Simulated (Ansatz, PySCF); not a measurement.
CH6Al2O4, SMILES [Al]([OH])([CH2][Al]([OH])[OH])[OH].

The structure is a stationary point at PBE0-D3(BJ)/def2-SVP. The structure was generated by enumeration; whether it is a known compound was not checked. One conformer was computed; it need not be the lowest.

Vertical ionisation energy (IE) and electron affinity (EA) in eV. Rows of orbital energies are one-electron estimates. Where ΔSCF, EOM or ADC give a negative EA the extra electron is unbound and the value depends on the basis.

```tsv
level	IE	EA
−ε(HOMO), −ε(LUMO), r2SCAN/def2-TZVP (PySCF)	?	?
ΔSCF, PBE0/def2-SVPD (Ansatz), final states of multiplicity 2 and 2	10.12	-0.13
```

Fill in the missing entries. (Estimate from the structure and the level; the computed values follow.)


- −ε(HOMO), −ε(LUMO), r2SCAN/def2-TZVP (PySCF), IE: 6.96
- −ε(HOMO), −ε(LUMO), r2SCAN/def2-TZVP (PySCF), EA: 1.02

What vertical singlet–triplet gap does ΔSCF give with PBE0/def2-SVPD (Ansatz, a quantum-chemistry and plane-wave program)? (An estimate is asked for; the answer gives what the named calculation found.)

5.78 eV (triplet above singlet where positive).
